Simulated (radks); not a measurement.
Problem. The mean radii <r> (bohr) of the occupied orbitals of an atom or ion are listed with their occupations. All-electron calculation, Dirac Kohn-Sham, exchange-only PBE, spin-unpolarised, spherical densities, finite nucleus; Fermi nuclear charge, rms radius of each element as measured or else 0.836 A^(1/3) + 0.57 fm. Program: a radial shooting solver on a logarithmic mesh with Libxc functionals.

orbital  occ.      <r>
1s1/2       2  0.05032
2s1/2       2   0.2255
2p1/2       2   0.1956
2p3/2       4   0.1989
3s1/2       2   0.6243
3p1/2       2   0.6237
3p3/2       4   0.6306
3d3/2       2   0.6058

Name the element and its charge. Open shells, if any, fill j = l - 1/2 first.

Solution. Z = 30, zinc, charge +10: Zn10+ in [Ar] 3d2. The 1s radius gives Z: for a bare nucleus <r> = (2 gamma + 1)/(2Z) with gamma = sqrt(1 - (Z/c)^2), 0.04919 bohr for Z = 30, and screening makes it slightly larger (0.05032 here). The occupations add up to 20, and the charge is Z minus that.
